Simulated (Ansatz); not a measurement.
TiO4, 5 atoms. Hardware: 4 threads of Arm Neoverse V1 on a shared host.

The 6-31G sets use Cartesian d functions. Correlated methods freeze 9 core orbitals; core or outer-core shells of Ti are correlated, in sets that lack core-valence functions.

Problem. How many basis functions does each of these Ansatz runs have, and roughly what does it cost? PBE-D4/def2-TZVP, charge 0 triplet, energy, from earlier orbitals; RPA@PBE/def2-TZVP, charge 0 singlet, energy, from earlier orbitals; PBE-D4/def2-TZVP, charge 0 singlet, energy, from earlier orbitals; CAM-B3LYP-D4/def2-TZVP, charge 0 triplet, energy, from earlier orbitals; r2SCAN-D4/def2-TZVP, charge 0 quintet, energy, from earlier orbitals; CAM-B3LYP-D4/def2-TZVP, charge 0 singlet, energy, from earlier orbitals; HF/6-31G, charge 0 triplet, energy; MP2/def2-TZVP, charge 0 singlet, energy, from earlier orbitals; PBE-D4/def2-SVP, charge 0 singlet, energy, from earlier orbitals; HF/6-31G, charge 0 quintet, energy; r2SCAN-D4/def2-TZVPD, charge -1 doublet at the geometry of the charge 0 singlet, energy, from earlier orbitals; PBE0-D4/def2-SVP, charge 0 singlet, frequencies.

Solution. Other jobs shared the machine, so times can vary by a factor of up to 3. A dash marks memory too small to be measured apart from the calling script's.

| run | functions | fitting or Cholesky vectors | wall time | peak host memory (GiB) |
| --- | --- | --- | --- | --- |
| HF/6-31G, charge 0 quintet, energy | 65 | 714 | 0.65 s | – |
| PBE-D4/def2-SVP, charge 0 singlet, energy, from earlier orbitals | 87 | 952 | 0.7 s | – |
| HF/6-31G, charge 0 triplet, energy | 65 | 712 | 0.7 s | – |
| PBE-D4/def2-TZVP, charge 0 singlet, energy, from earlier orbitals | 169 | 1017 | 1.1 s | – |
| MP2/def2-TZVP, charge 0 singlet, energy, from earlier orbitals | 169 | 1232 | 1.5 s | – |
| CAM-B3LYP-D4/def2-TZVP, charge 0 singlet, energy, from earlier orbitals | 169 | 1067 | 2 s | – |
| RPA@PBE/def2-TZVP, charge 0 singlet, energy, from earlier orbitals | 169 | 1232 | 2.8 s | – |
| PBE-D4/def2-TZVP, charge 0 triplet, energy, from earlier orbitals | 169 | 1017 | 3 s | – |
| CAM-B3LYP-D4/def2-TZVP, charge 0 triplet, energy, from earlier orbitals | 169 | 1067 | 9 s | 0.76 |
| r2SCAN-D4/def2-TZVPD, charge -1 doublet at the geometry of the charge 0 singlet, energy, from earlier orbitals | 208 | 1162 | 12 s | 0.58 |
| r2SCAN-D4/def2-TZVP, charge 0 quintet, energy, from earlier orbitals | 169 | 1017 | 14 s | – |
| PBE0-D4/def2-SVP, charge 0 singlet, frequencies | 87 | 966 | 26 s | – |
